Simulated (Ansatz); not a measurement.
`[BH2][Zn][S][SiH3]` + NH₃ → `[BH2][Zn][NH2]` + `[SiH3]S` at 298.15 K and 1 bar (ligand exchange at a Zn–S bond).

Gas-phase electronic energies from Ansatz, PBE0-D4/def2-TZVP geometries. CBS: MP2 limit from def2 TZ/QZ plus the TZ coupled-cluster correction, frozen cores. This one scheme is used for every species. For Zn outer-core shells are correlated without core-valence functions, which leaves a few kJ/mol of doubt a bond. Scalar relativity is left out up to krypton. Each species was taken in one conformer, which may not be the lowest.

| species | CCSD(T)/CBS energy (Eh) | H − E (kJ/mol) | S (J/(mol·K)) |
| --- | --- | --- | --- |
| `[BH2][Zn][S][SiH3]` | -2493.04733 | 145.5 | 382.2 |
| NH₃ | -56.50880 | 100.5 | 192.4 |
| `[BH2][Zn][NH2]` | -1860.24610 | 132.5 | 312.9 |
| `[SiH3]S` | -689.27336 | 102.7 | 272.7 |

H − E and S are ideal-gas, rigid-rotor, harmonic terms from PBE0-D4/def2-TZVP, for one conformer and one mirror image of each species. 1 Eh = 2625.50 kJ/mol, R = 8.31446 J/(mol·K).

By hand: ΔE, ΔH, ΔS and ΔG.

ΔE = (-1860.24610) + (-689.27336) − (-2493.04733) − (-56.50880) = 0.03667 Eh = 96.3 kJ/mol. Δ(H − E) = 132.5 + 102.7 − 145.5 − 100.5 = -10.8, so ΔH = 85.5 kJ/mol. ΔS = 312.9 + 272.7 − 382.2 − 192.4 = 11.0 J/(mol·K). ΔG = 85.5 − 298.15 × (11.0)/1000 = 82.2 kJ/mol.

By hand: the equilibrium constant, and the temperature at which ΔG would vanish if ΔH and ΔS stayed fixed.

log₁₀ K = −ΔG/(RT ln 10) = -14.4. ΔG = 0 at ΔH/ΔS = 7773 K, far beyond where these terms or the molecules hold.

The number of gas molecules stays the same, so ΔS is small and ΔH decides. A doubt of 5 kJ/mol in ΔE shifts log₁₀ K by 0.9 here. Other conformers and mirror images would add mixing entropy, several J/(mol·K) or more a flexible species. These are equilibria of isolated gas molecules and say nothing of rates. Largest T1 diagnostic: 0.016 (customary marks: 0.02 for closed shells, 0.045 for open ones).
